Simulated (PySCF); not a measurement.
Threshold energies of InH in a plasma

CCSD(T) in PySCF with def2-TZVPPD on every atom (core potentials on In), for the lowest determinant that a PBE0 search found; no spin–orbit coupling.

| species | state (unpaired electrons) | Re (Å) | ωe (cm⁻¹) | energy of the minimum from the neutral (eV) | De (eV) | dissociates to |
| --- | --- | --- | --- | --- | --- | --- |
| InH | singlet (closed shell) | 1.837 | 1486 | 0.00 | 2.75 | In + H |
| InH⁺ | doublet (σ ↑) | 1.836 | 1132 | 7.99 | 0.26 | In⁺ + H |

Work out the lowest energy to break InH into atoms, from its vibrational ground state.

D0 = De − ωe/2 = 2.75 − 0.09 = 2.66 eV (CCSD(T)/def2-TZVPPD).

Work out the ionisation energy of the In atom at this level and the threshold of dissociative ionisation.

IE(In) = 7.99 + 0.26 − 2.75 = 5.50 eV, so In⁺ + H + e⁻ appears at D0 + IE(In) = 8.16 eV (CCSD(T)/def2-TZVPPD). The measured IE(In) is 5.786 eV (NIST ASD).

These are thermodynamic thresholds; the onsets seen under electron impact lie higher where the geometry changes, and cross-sections peak well above them.

Correlated steps freeze 4 core orbitals. Weak bonds: InH⁺. Basis-set superposition, not corrected here, can be much of De in a small basis, most of all at correlated wavefunction levels. These are scalar-relativistic numbers at best; spin–orbit coupling would shift them, the dissociation energy most. For an ion De counts to the pair picked by the measured ionisation energies or electron affinities, which need not be the lowest pair at this level. Where the molecule has an RHF reference, its open-shell atoms are computed with UHF. States were picked by a PBE0 search and need not be the measured ground states.
